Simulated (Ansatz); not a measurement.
Geometry optimisation, Ansatz, RHF/def2-SVP.

Input file:

```yaml
crystal:
  periodic: [false, false, false]
  atoms:
    - { symbol: Ta, position_ang: [-0.601755, 0.427362, 0.32583] }
    - { symbol: O, position_ang: [2.304012, -0.951063, 0.399696] }
    - { symbol: H, position_ang: [2.689018, -1.413814, 1.131548] }
    - { symbol: O, position_ang: [-0.583149, 0.170227, 2.231167] }
    - { symbol: H, position_ang: [-0.259291, 0.458027, 3.065518] }
    - { symbol: O, position_ang: [-0.148043, 0.943765, -1.437968] }
    - { symbol: H, position_ang: [0.353806, 1.350929, -2.121663] }
    - { symbol: O, position_ang: [-2.307767, 1.244514, 0.308942] }
    - { symbol: H, position_ang: [-2.968568, 1.297121, 0.981863] }
    - { symbol: O, position_ang: [-0.712617, -1.432358, -0.027729] }
    - { symbol: H, position_ang: [-0.131325, -2.173231, 0.12943] }
    - { symbol: P, position_ang: [1.140409, 2.182923, 0.939773] }
    - { symbol: H, position_ang: [1.900312, 1.628814, 1.992504] }
    - { symbol: H, position_ang: [2.134909, 2.121855, -0.059126] }
    - { symbol: H, position_ang: [2.523049, -0.015873, 0.540215] }
basis:
  gaussian: { orbitals: def2-SVP }
hamiltonian:
  xc: hf
relax:
  f_tol: 0.03
  max_steps: 50
```

Run as:

```bash
$ ansatz run input.yaml --threads 4 --pin off --max-ram 5120MiB --backend cpu --events-out ev --progress --plain --runs-dir out
```

Q: Where does it end, and by what steps?

A: It converged. After 26 steps the energy has fallen by 0.413 eV; H11 moved furthest, 0.96 Å. Joined: Ta1–O2 (3.22 → 2.38 Å).

```tsv
step	energy less start (eV)	largest force component (eV/Å)	accepted
0	0.0000	1.377	yes
1	-0.0106	2.149	yes
2	-0.0708	1.547	yes
3	-0.1067	1.321	yes
4	-0.1900	0.675	yes
5	-0.2657	0.612	yes
6	-0.2805	0.866	yes
7	-0.3124	0.790	yes
8	-0.2583	0.781	no
9	-0.3409	0.318	yes
10	-0.3490	0.207	yes
11	-0.3468	0.775	no
12	-0.3568	0.081	yes
13	-0.3646	0.139	yes
14	-0.3674	0.546	yes
15	-0.3642	0.547	no
16	-0.3846	0.195	yes
17	-0.3917	0.382	yes
18	-0.3862	0.845	no
19	-0.4012	0.183	yes
20	-0.4055	0.168	yes
21	-0.4067	0.516	yes
22	-0.4017	0.359	no
23	-0.4123	0.067	yes
24	-0.4114	0.085	no
25	-0.4122	0.073	no
26	-0.4130	0.014	yes
```

```xyz
15
Properties=species:S:1:pos:R:3
Ta -0.308 0.289 0.427
O 1.883 -0.624 0.574
H 1.843 -1.550 0.782
O -0.302 0.167 2.333
H -0.095 0.506 3.185
O 0.034 0.642 -1.410
H 0.420 1.167 -2.088
O -2.072 0.964 0.352
H -2.721 1.092 1.026
O -0.465 -1.635 0.155
H -0.639 -2.053 -0.675
P 1.117 2.513 0.860
H 1.958 2.130 1.935
H 2.115 2.437 -0.139
H 2.565 -0.206 1.082
```

Whether the end is a true minimum wasn't checked by a vibrational analysis.

The run took 65 s on 4 threads of Arm Neoverse V2, with other jobs on the host, peak memory 0.48 GiB.
